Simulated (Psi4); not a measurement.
C5H15NSi, triplet, at the geometry of the source list (a higher spin typed on purpose: for a closed-shell molecule this is an excited state); Psi4 with SVWN/6-31G*.

Here is a job for Psi4.
```
memory 2 GB

molecule {
0 3
C     1.68640000   -1.00640000    1.03190000
N     1.10130000   -0.02330000    0.15280000
C     1.98740000    0.30410000   -0.93770000
Si   -0.61860000    0.15070000    0.00570000
C    -1.48060000   -1.21120000   -1.03210000
C    -1.34850000    0.12260000    1.76380000
C    -0.95480000    1.83660000   -0.81230000
H     1.03260000   -1.17920000    1.88110000
H     1.85910000   -1.96190000    0.52120000
H     2.64930000   -0.64160000    1.40030000
H     2.18070000   -0.56190000   -1.58300000
H     1.55550000    1.09710000   -1.54010000
H     2.94580000    0.64940000   -0.54000000
H    -1.32040000   -2.19700000   -0.60320000
H    -2.55370000   -1.05490000   -1.09220000
H    -1.09930000   -1.23460000   -2.04980000
H    -0.80210000    0.77660000    2.43580000
H    -1.33980000   -0.87590000    2.19070000
H    -2.38110000    0.45520000    1.74940000
H    -2.00370000    2.09850000   -0.72040000
H    -0.71890000    1.82740000   -1.87220000
H    -0.37640000    2.62980000   -0.34950000
}

set {
  basis 6-31g*
  reference uks
  damping_percentage 20
}

energy('svwn')
print_variables()
```

Problem. Predict the main parts of the log of this Psi4 run.

Solution. 
```
   => Loading Basis Set <=

    Name: 6-31G*
    Role: ORBITAL
    Keyword: BASIS

         ---------------------------------------------------------
                                   SCF
               by Justin Turney, Rob Parrish, Andy Simmonett
                          and Daniel G. A. Smith
                              UKS Reference
         ---------------------------------------------------------

  ==> Geometry <==

    Molecular point group: c1
    Full point group: C1

    Geometry (in Angstrom), charge = 0, multiplicity = 3:

       Center              X                  Y                   Z               Mass
    ------------   -----------------  -----------------  -----------------  -----------------
         C            1.716985274554    -1.042813262352     1.012351371808    12.000000000000
         N            1.131885274554    -0.059713262352     0.133251371808    14.003074004430
         C            2.017985274554     0.267686737648    -0.957248628192    12.000000000000
         SI          -0.588014725446     0.114286737648    -0.013848628192    27.976926534650
         C           -1.450014725446    -1.247613262352    -1.051648628192    12.000000000000
         C           -1.317914725446     0.086186737648     1.744251371808    12.000000000000
         C           -0.924214725446     1.800186737648    -0.831848628192    12.000000000000
         H            1.063185274554    -1.215613262352     1.861551371808     1.007825032230
         H            1.889685274554    -1.998313262352     0.501651371808     1.007825032230
         H            2.679885274554    -0.678013262352     1.380751371808     1.007825032230
         H            2.211285274554    -0.598313262352    -1.602548628192     1.007825032230
         H            1.586085274554     1.060686737648    -1.559648628192     1.007825032230
         H            2.976385274554     0.612986737648    -0.559548628192     1.007825032230
         H           -1.289814725446    -2.233413262352    -0.622748628192     1.007825032230
         H           -2.523114725446    -1.091313262352    -1.111748628192     1.007825032230
         H           -1.068714725446    -1.271013262352    -2.069348628192     1.007825032230
         H           -0.771514725446     0.740186737648     2.416251371808     1.007825032230
         H           -1.309214725446    -0.912313262352     2.171151371808     1.007825032230
         H           -2.350514725446     0.418786737648     1.729851371808     1.007825032230
         H           -1.973114725446     2.062086737648    -0.739948628192     1.007825032230
         H           -0.688314725446     1.790986737648    -1.891748628192     1.007825032230
         H           -0.345814725446     2.593386737648    -0.369048628192     1.007825032230

  Running in c1 symmetry.

  Rotational constants: A =      0.07803  B =      0.05489  C =      0.04769 [cm^-1]
  Rotational constants: A =   2339.26611  B =   1645.44969  C =   1429.85466 [MHz]
  Nuclear repulsion =  413.389322626142189

  Charge       = 0
  Multiplicity = 3
  Electrons    = 66
  Nalpha       = 34
  Nbeta        = 32

  ==> Algorithm <==

  SCF Algorithm Type is DF.
  DIIS enabled.
  MOM disabled.
  Fractional occupation disabled.
  Guess Type is SAD.
  Energy threshold   = 1.00e-06
  Density threshold  = 1.00e-06
  Integral threshold = 1.00e-12

  ==> Primary Basis <==

  Basis Set: 6-31G*
    Blend: 6-31G*
    Number of shells: 74
    Number of basis functions: 139
    Number of Cartesian functions: 139
    Spherical Harmonics?: false
    Max angular momentum: 2

  ==> DFT Potential <==

   => LibXC <=

    Version 7.1.2
    S. Lehtola, C. Steigemann, M. J. T. Oliveira, and M. A. L. Marques,  SoftwareX 7, 1–5 (2018) (10.1016/j.softx.2017.11.002)

   => Composite Functional: SVWN <=

    Slater exchange
    Vosko, Wilk & Nusair (VWN5_RPA)
    P. A. M. Dirac,  Math. Proc. Cambridge Philos. Soc. 26, 376 (1930) (10.1017/S0305004100016108)
[...]
   @DF-UKS iter  10:  -541.33860157415893   -1.52065e-02   7.37068e-05 DIIS/DAMP=20%
   @DF-UKS iter  11:  -541.35959503527044   -2.09935e-02   3.55230e-05 DIIS/DAMP=20%
   @DF-UKS iter  12:  -541.36272724305729   -3.13221e-03   1.35674e-05 DIIS/DAMP=20%
   @DF-UKS iter  13:  -541.37169747812629   -8.97024e-03   8.61067e-06 DIIS/DAMP=20%
   @DF-UKS iter  14:  -541.37213174170950   -4.34264e-04   4.89772e-06 DIIS/DAMP=20%
   @DF-UKS iter  15:  -541.37168424217236    4.47500e-04   2.50352e-06 DIIS/DAMP=20%
   @DF-UKS iter  16:  -541.37183124576359   -1.47004e-04   1.15082e-06 DIIS/DAMP=20%
   @DF-UKS iter  17:  -541.37223980804367   -4.08562e-04   3.63709e-07 DIIS/DAMP=20%
   @DF-UKS iter  18:  -541.37215531135485    8.44967e-05   3.47359e-07 DIIS/DAMP=20%
   @DF-UKS iter  19:  -541.37196352367141    1.91788e-04   1.97458e-07 DIIS/DAMP=20%
   @DF-UKS iter  20:  -541.37209751099840   -1.33987e-04   3.05647e-08 DIIS/DAMP=20%
   @DF-UKS iter  21:  -541.37206068136334    3.68296e-05   3.11786e-08 DIIS/DAMP=20%
   @DF-UKS iter  22:  -541.37207048218409   -9.80082e-06   1.18612e-08 DIIS/DAMP=20%
   @DF-UKS iter  23:  -541.37206925550754    1.22668e-06   8.93137e-09 DIIS/DAMP=20%
   @DF-UKS iter  24:  -541.37206846144591    7.94062e-07   6.29541e-09 DIIS/DAMP=20%
  Energy and wave function converged.

  ==> Post-Iterations <==

   Electrons on quadrature grid:
      Nalpha   =   33.9995998298 ; deviation = -4.002e-04
      Nbeta    =   31.9998916391 ; deviation = -1.084e-04
      Ntotal   =   65.9994914688 ; deviation = -5.085e-04

   @Spin Contamination Metric:   1.835042613E-03
   @S^2 Expected:                2.000000000E+00
   @S^2 Observed:                2.001835043E+00
   @S   Expected:                1.000000000E+00
   @S   Observed:                1.000000000E+00

    Orbital Energies [Eh]
    ---------------------

    Alpha Occupied:

[...]
      34A      0.003537

    Alpha Virtual:

[...]
    Beta Occupied:

[...]
    Beta Virtual:

[...]
    Final Occupation by Irrep:
              A
    DOCC [    32 ]
    SOCC [     2 ]
    NA   [    34 ]
    NB   [    32 ]

  @DF-UKS Final Energy:  -541.37206846144591

   => Energetics <=

    Nuclear Repulsion Energy =            413.3893226261421887
    One-Electron Energy =               -1562.6933108375185384
    Two-Electron Energy =                 666.1121362165216624
    DFT Exchange-Correlation Energy =     -58.1802164665913821
    Empirical Dispersion Energy =           0.0000000000000000
    VV10 Nonlocal Energy =                  0.0000000000000000
    Total Energy =                       -541.3720684614459060

  UHF NO Occupations:
  HONO-2 :   32  A 1.9997015
  HONO-1 :   33  A 1.0000000
  HONO-0 :   34  A 1.0000000
  LUNO+0 :   35  A 0.0002985
  LUNO+1 :   36  A 0.0001834
  LUNO+2 :   37  A 0.0001411
  LUNO+3 :   38  A 0.0001226

Computation Completed

Properties will be evaluated at   0.000000,   0.000000,   0.000000 [a0]

Properties computed using the SCF density matrix

 Multipole Moments:

 ------------------------------------------------------------------------------------
     Multipole            Electronic (a.u.)      Nuclear  (a.u.)        Total (a.u.)
 ------------------------------------------------------------------------------------

 L = 1.  Multiply by 2.5417464519 to convert [e a0] to [Debye]
 Dipole X            :          0.3030049            0.0648707            0.3678756
 Dipole Y            :          0.7727213           -0.6715620            0.1011592
 Dipole Z            :          0.5603546           -0.4367336            0.1236210
 Magnitude           :                                                    0.4010584

 ------------------------------------------------------------------------------------

  Variable Map:
  ----------------------------------------------------------------------------
[...]
  Array Variable Map:
  ----------------------------------------------------------------------------
[...]
[...]
```
